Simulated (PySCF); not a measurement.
## Polarisability of `CC#CC[S+](C)(C)=O`

Compound: C₆H₁₁OS (charge +1).
SMILES with atom numbers: `[CH3:1][C:2]#[C:3][CH2:4][S+:5]([CH3:6])([CH3:7])=[O:8]` (hydrogens: H9, H10, H11 on C1; H12, H13 on C4; H14, H15, H16 on C6; H17, H18, H19 on C7)

Cartesian coordinates in Å at the PBE0-D3(BJ)/def2-SVP level; atoms count from 1:
```
atom  x, y, z in Å
C1     2.3274    1.6975   -1.6686
C2     1.6150    0.5852   -1.0746
C3     1.0403   -0.3651   -0.5840
C4     0.3686   -1.4977   -0.0022
S5    -1.1007   -1.0235    0.9522
C6    -2.1346   -0.1206   -0.1676
C7    -0.5373    0.1334    2.1683
O8    -1.7669   -2.1765    1.5373
H9     2.7549    1.3985   -2.6379
H10    3.1492    2.0296   -1.0167
H11    1.6550    2.5509   -1.8443
H12   -0.0323   -2.2219   -0.7341
H13    0.9741   -2.0609    0.7304
H14   -1.5656    0.7011   -0.6233
H15   -2.9919    0.2410    0.4176
H16   -2.4711   -0.8449   -0.9233
H17    0.0473    0.9290    1.6866
H18    0.0736   -0.4491    2.8731
H19   -1.4306    0.5236    2.6758
```

Level: CAM-B3LYP/def2-SVPD (PySCF), static field, nuclei fixed, core orbitals frozen in the response. The polarisability tensor in these axes (au):

```
x    94.64  16.05 -13.67
y    16.05  93.29 -12.67
z   -13.67 -12.67  87.94
```

Give the principal values, the mean and the anisotropy Δα = √{½[(α1 − α2)² + (α2 − α3)² + (α1 − α3)²]}.

Principal values 77.22, 78.01 and 120.65 au; mean 91.96 au = 13.63 Å³ = 15.16 × 10⁻⁴⁰ C²·m²/J; Δα = 43.04 au (47 % of the mean).

Rayleigh depolarisation ratio (linearly polarised light, static tensor)?

ρ = 3Δα²/(45ᾱ² + 4Δα²) = 5557.2/(380520 + 7409.6) = 0.0143.

What are the principal values of the traceless quadrupole moment, Θ = ½Σq(3rr − r²1), about the centre of nuclear charge?

-5.95, -0.81, 6.77 D·Å. The values depend on the origin, since the species is charged. The electronic extent ⟨r²⟩ about the same centre is 1461 bohr², a root-mean-square distance of 2.42 Å for the 70 electrons.

Directions of the eigenvectors, and the extent of the frame along each?

Largest value along (0.63, 0.60, -0.50), where the nuclei span 7.05 Å; middle along (-0.51, 0.80, 0.32), 4.00 Å; least along (0.59, 0.05, 0.81), 4.58 Å. The strongest response lies along the longest span, while the other two are in reverse order.

Form Σ f/ω² (atomic units) for the 6 lowest TDDFT singlets, given as eV and f, and set it beside the mean polarisability, which is this sum over all singlets: 5.75, 0.0002; 6.29, 0.0692; 6.78, 0.0006; 7.12, 0.0020; 7.33, 0.0053; 7.52, 0.0026.

They add up to 1.44 au, 1.6 % of the 91.96 au; the largest single term is 1.29 au, from the state at 6.29 eV. Terms in order: 0.00, 1.29, 0.01, 0.03, 0.07, 0.03 au. Higher excitations give the rest. The strengths listed sum to 0.080.

One conformer (not necessarily the lowest) at the PBE0-D3(BJ)/def2-SVP geometry, without solvent, vibrations or thermal averaging.
